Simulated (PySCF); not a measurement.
How methods differ on the ionisation energy of Ga²⁰⁺

Ga²⁰⁺ [Ne] 3s1 (2S) → Ga²¹⁺ [Ne] (1S), as a difference of total energies. Computed with PySCF 2.14 in an even-tempered Gaussian basis (18 s from 1.9 bohr⁻², ratio 2.5; 11 p from 2.4 bohr⁻², ratio 2.5; 5 d from 9.5 bohr⁻², ratio 2.7; 4 f from 14 bohr⁻², ratio 2.7), with the spin-free X2C one-electron Hamiltonian (Gaussian nucleus). Correlated levels: outer shells: 1s2 frozen; virtual orbitals above 40 to 60 times the deepest correlated orbital energy dropped. The calculations carry no spin-orbit coupling.

```tsv
method	ionisation energy (eV)	difference from reference (eV)
UHF	806.62	-0.69
MP2 (outer shells)	807.24	-0.07
SCS-MP2 (outer shells)	807.13	-0.18
CCSD (outer shells)	807.25	-0.06
CCSD(T) (outer shells)	807.25	-0.06
```

Reference: 807.31 eV (semi-empirical (NIST evaluation); NIST Atomic Spectra Database, ionization energies).

Breit and QED terms and the two-electron picture change are absent.
